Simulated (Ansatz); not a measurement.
Cartesian coordinates (Å):
```xyz
9

S     -0.7125     2.0309    -0.7337
C     -1.0167     0.5853    -0.0934
C     -0.5208    -0.6974    -0.6322
S      0.8206    -1.2782     0.4741
S      2.3556    -0.0240     0.0463
H     -1.5626     0.5021     0.8491
H     -1.2725    -1.4899    -0.5603
H     -0.1463    -0.6125    -1.6507
H      2.0621     0.9782     0.8995
```
Charge 0, multiplicity 1.

All values below come from frozen-core CCSD(T)/cc-pVTZ // PBE0-D3(BJ)/def2-TZVP in Ansatz (an electronic-structure program). The restricted HF reference is unstable towards unrestricted orbitals.

The HF energy is -1270.70703 Ha and the MP2 correlation energy comes out as -0.85284 Ha.

Question: Estimate the CCSD correlation energy, the (T) correction, the total energy and the T1 diagnostic.

Answer: 
```yaml
CCSD correlation energy: -0.90629 Ha
"(T) correction": -0.04703 Ha
CCSD(T) total energy: -1271.66035 Ha
T1 diagnostic: 0.015
```
